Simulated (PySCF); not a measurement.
C5H10O2Sn, SMILES C=[CH][Sn]([O]C)([OH])[CH]=C (GFN2-xTB optimised geometry):

```
18

C     -0.484    -3.310    -2.737
C     -1.421    -2.936    -1.892
Sn    -0.964    -1.941     0.000
O      1.040    -1.941     0.000
C     -1.717    -2.518     1.965
C     -2.320    -1.679     2.781
O     -1.428     0.046     0.000
C     -1.116     0.943    -1.020
H     -0.728    -3.782    -3.680
H      0.562    -3.168    -2.522
H     -2.474    -3.080    -2.096
H      1.428    -1.309     0.602
H     -1.537    -3.550     2.231
H     -2.659    -1.990     3.760
H     -2.498    -0.653     2.507
H     -0.055     0.921    -1.287
H     -1.357     1.941    -0.647
H     -1.704     0.759    -1.924
```

Computed with CAM-B3LYP/def2-SVP, def2 effective core potentials past Kr (PySCF).

### Question
What are the frontier orbital energies and the dipole moment?

### Answer
HOMO-2 -9.14 eV, HOMO-1 -8.73 eV, HOMO -8.43 eV, LUMO 0.66 eV, LUMO+1 0.75 eV; dipole moment 1.40 D.
